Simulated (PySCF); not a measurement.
Input file for PySCF: R-B3LYP/6-311+G** on C3H7B (SMILES BCC=C), a point of a torsion scan.

```python
from pyscf import gto, scf, dft, mp
from pyscf.data.elements import chemcore

mol = gto.M(
    atom='''
    B    -1.47308046    0.90891316    0.64868246
    C    -0.65522606    0.05220195   -0.37585903
    C     0.55235948   -0.68940099    0.12596462
    C     1.32412645   -1.44430415   -0.63467988
    H    -1.16313273    0.98422002    1.77355363
    H    -2.41802107    1.48673260    0.27143285
    H    -0.34685594    0.69825712   -1.20728081
    H    -1.33093077   -0.66606082   -0.85649487
    H     0.77925317   -0.57971874    1.17783849
    H     1.12941118   -1.57741254   -1.68745936
    H     2.18312317   -1.96320405   -0.24411502
    ''',
    basis='6-311+g**',
    charge=0, spin=0, verbose=3, max_memory=1800)
mf = dft.RKS(mol, xc='b3lyp')
mf.conv_tol = 1e-8
mf.max_cycle = 100
mf.kernel()
if not mf.converged:
    mf = mf.newton().run(mf.mo_coeff, mf.mo_occ)
```

**Question.** What total energy does the run end on?

**Answer.** -143.3752 hartree.
